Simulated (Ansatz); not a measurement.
A nudged elastic band was laid between two geometries of ClH4NOSi (8 atoms, charge 0, multiplicity 1).

Computed with RKS PBE0/def2-SVP (Ansatz).

```yaml
movable_images: 7
climbing_image: yes
spring: 5.0 eV/Å²
optimiser: quadratic models (default)
start_path: through a guess of the saddle point
force_threshold: 0.05 eV/Å
iteration_limit: 45
end_points: relaxed
```

Initial state:

```xyz
8
Properties=species:S:1:pos:R:3
N -0.759 0.886 -0.280
Si 0.534 -0.226 -0.115
O 0.559 -0.884 1.399
Cl 0.175 -1.641 -1.587
H -1.238 0.984 -1.168
H -0.800 1.736 0.272
H 1.913 0.277 -0.306
H -0.292 -1.190 1.729
```

Final state:

```xyz
8
Properties=species:S:1:pos:R:3
N -0.758 0.886 -0.280
Si 0.535 -0.226 -0.116
O 0.558 -0.883 1.398
Cl 0.176 -1.641 -1.589
H -0.800 1.733 0.275
H -1.240 0.985 -1.166
H 1.915 0.276 -0.307
H -0.294 -1.187 1.729
```

(1) What changes between the two ends?

(2) Give the energies along the band, and the barrier.

(3) What is the geometry of the highest image?

The band took 15 iterations and of the order of 12 core-minutes.

Answers

(1) No bond is made or broken. The dihedral H5–N1–Si2–Cl4 goes from -25 to -175°. The two ends are copies of one structure, up to a mirror image or an exchange of like atoms.

(2) It converged. The highest image is number 2 of 0 to 8, 0.054 eV above the ends, which have the same energy within 2 meV. The profile has 2 maxima (images 2, 6) with wells between them (image 4): this band takes more than one step, which may be the mechanism or a detour left from its start path. A structure lower than the last end lies on the path between it and the top, so the climb from that side starts below the end, which may itself be a saddle point or a shallow side well. A vibrational analysis at the climbing image gives one clearly imaginary mode, 211i cm⁻¹: a first-order saddle point.

```json
{"image": "0", "path coordinate (Å)": "0.00", "energy (eV)": "0.000", "dihedral H5–N1–Si2–Cl4 (°)": "-25"}
{"image": "1", "path coordinate (Å)": "0.47", "energy (eV)": "0.023", "dihedral H5–N1–Si2–Cl4 (°)": "-46"}
{"image": "2", "path coordinate (Å)": "0.95", "energy (eV)": "0.054", "dihedral H5–N1–Si2–Cl4 (°)": "-48"}
{"image": "3", "path coordinate (Å)": "1.53", "energy (eV)": "0.016", "dihedral H5–N1–Si2–Cl4 (°)": "-62"}
{"image": "4", "path coordinate (Å)": "2.11", "energy (eV)": "-0.018", "dihedral H5–N1–Si2–Cl4 (°)": "-85"}
{"image": "5", "path coordinate (Å)": "2.69", "energy (eV)": "0.019", "dihedral H5–N1–Si2–Cl4 (°)": "-129"}
{"image": "6", "path coordinate (Å)": "3.27", "energy (eV)": "0.038", "dihedral H5–N1–Si2–Cl4 (°)": "-157"}
{"image": "7", "path coordinate (Å)": "3.85", "energy (eV)": "0.019", "dihedral H5–N1–Si2–Cl4 (°)": "-165"}
{"image": "8", "path coordinate (Å)": "4.43", "energy (eV)": "0.000", "dihedral H5–N1–Si2–Cl4 (°)": "-175"}
```

(3) 
```xyz
8
Properties=species:S:1:pos:R:3
N -0.639 1.030 -0.353
Si 0.528 -0.195 -0.141
O 0.503 -0.686 1.437
Cl 0.108 -1.808 -1.391
H -0.947 1.393 -1.246
H -1.212 1.334 0.424
H 1.913 0.213 -0.460
H -0.162 -1.338 1.675
```

Run time: 12 min on 1 thread of Intel(R) Xeon(R) Processor @ 2.50GHz (Skylake/Cascade Lake) (shared host), peak memory 0.17 GiB.
